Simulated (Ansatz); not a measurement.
`C/C=N\[SiH3]` + H₂O → `O/C=N/[SiH3]` + CH₄ at 298.15 K and 1 bar (formal hydrolysis of a C–C bond).

Gas-phase electronic energies from Ansatz, PBE0-D4/def2-TZVP geometries. CCSD(T)/CBS adds triple-zeta CCSD(T) − MP2 to the extrapolated MP2 energy (def2 sets, frozen cores). This one scheme is used for every species. Double bonds are as drawn, so ΔE can hold a change between cis and trans. One conformer a species, not always the lowest.

```
       species  CCSD(T)/CBS energy (Eh)  H − E (kJ/mol)  S (J/(mol·K))
`C/C=N\[SiH3]`               -424.08411           237.8          319.4
           H₂O                -76.37941            66.4          188.7
`O/C=N/[SiH3]`               -460.01548           178.5          305.9
           CH₄                -40.46206           127.4          186.2
```

H − E and S are ideal-gas, rigid-rotor, harmonic terms from PBE0-D4/def2-TZVP, for one conformer and one mirror image of each species. 1 Eh = 2625.50 kJ/mol, R = 8.31446 J/(mol·K).

Task: By hand: ΔE, ΔH, ΔS and ΔG.

Result: ΔE = (-460.01548) + (-40.46206) − (-424.08411) − (-76.37941) = -0.01402 Eh = -36.8 kJ/mol. Δ(H − E) = 178.5 + 127.4 − 237.8 − 66.4 = 1.7, so ΔH = -35.1 kJ/mol. ΔS = 305.9 + 186.2 − 319.4 − 188.7 = -16.0 J/(mol·K). ΔG = -35.1 − 298.15 × (-16.0)/1000 = -30.3 kJ/mol.

Task: By hand: the equilibrium constant, and the temperature at which ΔG would vanish if ΔH and ΔS stayed fixed.

Result: log₁₀ K = −ΔG/(RT ln 10) = 5.3. ΔG = 0 at ΔH/ΔS = 2194 K, though so small a ΔS makes that figure unsure.

ΔH outweighs TΔS. A doubt of 5 kJ/mol in ΔE shifts log₁₀ K by 0.9 here. Other conformers and mirror images would add mixing entropy, several J/(mol·K) or more a flexible species. These are equilibria of isolated gas molecules and say nothing of rates. Largest T1 diagnostic: 0.014 (customary marks: 0.02 for closed shells, 0.045 for open ones).
